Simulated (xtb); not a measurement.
ClCu, charge -1, doublet, geometry from GFN2-xTB of the parent state (such geometries of metal compounds can be far from the true shape) (a state made from the parent by changing its charge; the spin is typed, not shown lowest); GFN0-xTB (xtb 6.7.1).

xtb was given this input:
```
$ xtb mol.xyz --gfn 0 --chrg -1 --uhf 1 --json

# file mol.xyz
2

Cu    -0.00000000    -0.00000000    -0.75781346
Cl     0.00000000     0.00000000     1.29274060
```

It wrote (shortened):

```
   ID    Z sym.   atoms
    1   29 Cu     1
    2   17 Cl     2

           -------------------------------------------------
          |                Calculation Setup                |
           -------------------------------------------------

           -------------------------------------------------
          |                 G F N 0 - x T B                 |
           -------------------------------------------------

          ...................................................
          :                      SETUP                      :
          :.................................................:
          :  # basis functions                  20          :
          :  # atomic orbitals                  18          :
          :  # shells                            6          :
          :  # electrons                        19          :
          :  electronic temp.          300.0000000     K    :
          :  accuracy                    1.0000000          :
          :  -> integral cutoff          0.2500000E+02      :
          :  -> integral neglect         0.1000000E-07      :
          ...................................................

         :::::::::::::::::::::::::::::::::::::::::::::::::::::
         ::                     SUMMARY                     ::
         :::::::::::::::::::::::::::::::::::::::::::::::::::::
         :: total energy             -10.009558777226 Eh    ::
         :: gradient norm              0.100181807774 Eh/a0 ::
         :: HOMO-LUMO gap              4.369840555207 eV    ::
         ::.................................................::
         :: H0 energy                 -8.950901729782 Eh    ::
         :: repulsion energy           0.004795826858 Eh    ::
         :: electrostat energy        -1.063226932472 Eh    ::
         :: -> Gsolv                   0.000000000000 Eh    ::
         ::    -> Gsasa                0.000000000000 Eh    ::
         ::    -> Gshift               0.000000000000 Eh    ::
         :: dispersion energy         -0.000225941830 Eh    ::
         :: short-range corr.          0.000000000000 Eh    ::
         :: add. restraining           0.000000000000 Eh    ::
         :: total charge              -1.000000000000 e     ::
         :::::::::::::::::::::::::::::::::::::::::::::::::::::

           -------------------------------------------------
          |                Property Printout                |
           -------------------------------------------------

[...]
         5        2.0000           -0.4182394             -11.3809
         6        2.0000           -0.4182394             -11.3809
         7        2.0000           -0.4028003             -10.9608
         8        2.0000           -0.4027493             -10.9594
         9        2.0000           -0.4027493             -10.9594
        10        1.0000           -0.2598738              -7.0715 (HOMO)
        11                         -0.0992851              -2.7017 (LUMO)
        12                         -0.0992851              -2.7017
        13                         -0.0447241              -1.2170
        14                         -0.0447241              -1.2170
        15                         -0.0433643              -1.1800
        16                         -0.0198407              -0.5399
        17                         -0.0198407              -0.5399
        18                          0.4477994              12.1852
      -------------------------------------------------------------
                  HL-Gap            0.1605887 Eh            4.3698 eV
             Fermi-level            0.0000000 Eh            0.0000 eV

     #   Z          covCN         q      C6AA      α(0)
     1  29 Cu       0.801    -0.033   174.555    29.725
     2  17 Cl       0.801    -0.967   131.694    17.541

 Mol. C6AA /au·bohr⁶  :        595.276179
 Mol. C8AA /au·bohr⁸  :      36694.916692
 Mol. α(0) /au        :         47.266007

Wiberg/Mayer (AO) data.
largest (>0.10) Wiberg bond orders for each atom

 ---------------------------------------------------------------------------
     #   Z sym  total        # sym  WBO       # sym  WBO       # sym  WBO
 ---------------------------------------------------------------------------
     1  29 Cu   0.796 --     2 Cl   0.796
     2  17 Cl   0.796 --     1 Cu   0.796
 ---------------------------------------------------------------------------

Topologies differ in total number of bonds
Writing topology from bond orders to xtbtopo.mol

 dipole moment from electron density (au)
     X       Y       Z
  -0.0000   0.0000  -0.3656  total (Debye):    0.929

           -------------------------------------------------
          | TOTAL ENERGY              -10.009558777226 Eh   |
          | GRADIENT NORM               0.100181807774 Eh/α |
          | HOMO-LUMO GAP               4.369840555207 eV   |
           -------------------------------------------------

normal termination of xtb
```
